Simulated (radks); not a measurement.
Ag4+, configuration [Ar] 3d10 4s2 4p4 4d9 (not the ground configuration). All-electron calculation, Dirac Kohn-Sham, Wu-Cohen GGA, spin-unpolarised, spherical densities, point nucleus; open shells are shared between the two j in proportion to 2j + 1. Program: a radial shooting solver on a logarithmic mesh with Libxc functionals.

Unscreened Slater integrals over Kohn-Sham orbitals (hartree). Large and small components are both included.

integral,value
"F0(4d5/2,4d5/2)",0.76274
"F2(4d5/2,4d5/2)",0.38665
"F4(4d5/2,4d5/2)",0.25557
"F0(4d5/2,4d3/2)",0.76627
"F2(4d5/2,4d3/2)",0.38835
"G2(4d5/2,4d3/2)",0.38812
"G4(4d5/2,4d3/2)",0.25655
"F0(4d5/2,4p3/2)",0.82997
"F2(4d5/2,4p3/2)",0.41875
"G1(4d5/2,4p3/2)",0.53077
"G3(4d5/2,4p3/2)",0.32719
"F0(4d5/2,4p1/2)",0.83921
"G3(4d5/2,4p1/2)",0.32533
"F0(4d3/2,4d3/2)",0.76987
"F2(4d3/2,4d3/2)",0.39012
"F0(4d3/2,4p3/2)",0.83461
"F2(4d3/2,4p3/2)",0.42199
"G1(4d3/2,4p3/2)",0.53562
"G3(4d3/2,4p3/2)",0.33032
"F0(4d3/2,4p1/2)",0.84404
"G1(4d3/2,4p1/2)",0.53442
"F0(4p3/2,4p3/2)",0.91909
"F2(4p3/2,4p3/2)",0.48311
"F0(4p3/2,4p1/2)",0.93196
"G2(4p3/2,4p1/2)",0.48833
"F0(4p1/2,4p1/2)",0.94555
